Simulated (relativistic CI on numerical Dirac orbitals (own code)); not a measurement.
# Hyperfine structure of Cu27+, mass number 63

Method of calculation: Dirac-Coulomb-Breit CI, separate exchange-only KLI orbitals for each configuration, model QED (radiative potential, 1s self-energy scaled to tabulated hydrogen-like ionisation energies), unscaled Slater integrals (own radial code, finite nucleus).

CI space: 1s², 1s2s, 1s2p, 1s3s, 1s3p, 1s3d, 1s4s, 1s4p, 1s4d, 1s4f, 1s5s, 1s5p, 1s5d, 1s5f, 1s5g, 1s6s, 1s6p, 1s6d. Levels of other configurations are missing.

Nuclear spin I = 3/2, μ = 2.2259 μN, Q = -0.22 b (tables of Stone and Pyykkö). The electronic factors are computed for point nuclear moments, without core polarisation or the Bohr-Weisskopf and QED corrections.

```csv
Level,E (Ry),A (GHz),B (GHz)
1s2s ³S1,610.762,5488,0.000137
1s2p ³P°1,613.392,4589,6.63
1s2p ³P°2,615.175,2501,-20.1
1s2p ¹P°1,616.652,-1858,-16.4
1s3s ³S1,723.917,5075,0.000127
1s3p ³P°1,724.645,4516,1.89
1s3p ³P°2,725.177,2467,-6.05
1s3d ³D2,725.525,2455,-1.13
```

Levels with J = 0, under 50 % of one LS term, or S terms without an open s electron are left out. Small factors come from cancelling terms and can be off by tens of per cent or more.

At this charge energies of transitions that change n are usually good to better than 1 %, and those within a shell (Δn = 0) to a few per cent.

(1) Give the hyperfine levels of 1s2s ³S1 relative to its centre of gravity.

Results:

(1) With K = F(F + 1) − I(I + 1) − J(J + 1), E = AK/2 + B[¾K(K + 1) − I(I + 1)J(J + 1)]/[2I(2I − 1)J(2J − 1)]: F = 1/2: -13720, F = 3/2: -5488, F = 5/2: 8231 GHz.

LS names give the leading component of a level, which can be under half, so a name can repeat, a term be missing and a line seem to break the LS rules.
